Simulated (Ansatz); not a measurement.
A nudged elastic band was laid between two geometries of CH5NSn (8 atoms, charge 0, multiplicity 1).

Computed with RKS PBE/def2-SVP in Ansatz.

```yaml
movable_images: 1
climbing_image: no
spring: 5.0 eV/Å²
optimiser: quadratic models (default)
start_path: through a guess of the saddle point
force_threshold: 0.05 eV/Å
iteration_limit: 60
end_points: relaxed
```

Initial state:

```xyz
8
Properties=species:S:1:pos:R:3
C -0.804 0.960 -0.532
Sn 1.149 0.822 0.547
N 1.072 -1.228 0.670
H -1.235 -0.039 -0.749
H -0.671 1.508 -1.488
H -1.530 1.536 0.080
H 1.794 -1.801 1.117
H 0.317 -1.815 0.300
```

Final state:

```xyz
8
Properties=species:S:1:pos:R:3
C -0.776 0.894 -0.672
Sn 1.385 0.334 -0.550
N 1.037 -1.157 0.820
H -1.064 1.111 -1.722
H -0.948 1.820 -0.082
H -1.434 0.095 -0.275
H 1.774 -1.739 1.230
H 0.118 -1.414 1.195
```

Task: Which bonds break or form, and what moves?

Result: No bond is made or broken. The dihedral H4–C1–Sn2–N3 goes from -3 to -139°.

Task: What energy profile does the band end with?

Result: The forces met the threshold. The highest image is number 1 of 0 to 2, 0.4 kJ/mol above the ends, which have the same energy within 2 meV. The top lies less than 8 meV above the higher end, about what the thresholds resolve: that end is a shoulder or a very shallow well. No image climbed, so the highest image needn't sit at the top of the path. So few images can step over the top or miss a turn of the path.

```
image  path coordinate (Å)  energy (kJ/mol)  dihedral H4–C1–Sn2–N3 (°)
    0                 0.00              0.0                         -3
    1                 1.65              0.4                        -70
    2                 3.31              0.0                       -139
```

Task: What is the geometry of the highest image?

Result: 
```xyz
8
Properties=species:S:1:pos:R:3:forces:R:3
C -0.761 0.952 -0.607 -0.01 -0.04 -0.02
Sn 1.404 0.591 -0.185 -0.01 -0.01 0.01
N 1.018 -1.195 0.757 0.05 -0.01 0.00
H -1.110 0.236 -1.382 0.01 0.02 -0.01
H -0.934 1.981 -0.981 -0.02 0.00 0.01
H -1.373 0.790 0.304 0.01 0.03 0.02
H 1.755 -1.791 1.146 -0.03 0.00 0.00
H 0.095 -1.621 0.892 0.00 0.01 0.00
```

Time of the run: 45 s on 1 thread of AMD EPYC 7R43 64-Core Processor (Zen 3), on a shared host, peak memory 0.24 GiB.
